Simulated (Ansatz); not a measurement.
`C[Se][SiH2]Cl` + CH₃NH₂ → `NC[SiH2]Cl` + `C[SeH]` at 700 K and 1 bar (formal exchange of groups at the Si–Se bond).

Computed with Ansatz on PBE0-D4/def2-TZVP structures; ΔE is electronic, products minus reactants. CCSD(T)/CBS is the MP2 limit (def2-TZVPP, def2-QZVPP) plus CCSD(T) − MP2 in def2-TZVPP, frozen cores. For Se outer-core shells are correlated without core-valence functions, which leaves a few kJ/mol of doubt a bond. Scalar relativity is left out up to krypton. Each species was taken in one conformer, which may not be the lowest.

```tsv
species	CCSD(T)/CBS energy (Eh)	H − E (kJ/mol)	S (J/(mol·K))
`C[Se][SiH2]Cl`	-3190.69652	221.1	463.7
CH₃NH₂	-95.75281	207.6	296.6
`NC[SiH2]Cl`	-845.26530	263.1	431.4
`C[SeH]`	-2441.15625	157.6	325.3
```

H − E and S are ideal-gas, rigid-rotor, harmonic terms from PBE0-D4/def2-TZVP, for one conformer and one mirror image of each species. 1 Eh = 2625.50 kJ/mol, R = 8.31446 J/(mol·K).

Question: By hand: ΔE, ΔH, ΔS and ΔG.

Answer: ΔE = (-845.26530) + (-2441.15625) − (-3190.69652) − (-95.75281) = 0.02778 Eh = 72.9 kJ/mol. Δ(H − E) = 263.1 + 157.6 − 221.1 − 207.6 = -8.0, so ΔH = 64.9 kJ/mol. ΔS = 431.4 + 325.3 − 463.7 − 296.6 = -3.6 J/(mol·K). ΔG = 64.9 − 700 × (-3.6)/1000 = 67.4 kJ/mol.

Question: By hand: the equilibrium constant, and the temperature at which ΔG would vanish if ΔH and ΔS stayed fixed.

Answer: log₁₀ K = −ΔG/(RT ln 10) = -5.0. ΔH and −TΔS have one sign here, so there is no such temperature. One of them is within its doubt of zero, so this could turn.

The number of gas molecules stays the same, so ΔS is small and ΔH decides. A doubt of 5 kJ/mol in ΔE shifts log₁₀ K by 0.4 here. Other conformers and mirror images would add mixing entropy, several J/(mol·K) or more a flexible species. Modes under 60 cm⁻¹, often nearly free rotors, make the harmonic entropy too high. These are equilibria of isolated gas molecules and say nothing of rates. Largest T1 diagnostic: 0.009 (customary marks: 0.02 for closed shells, 0.045 for open ones).
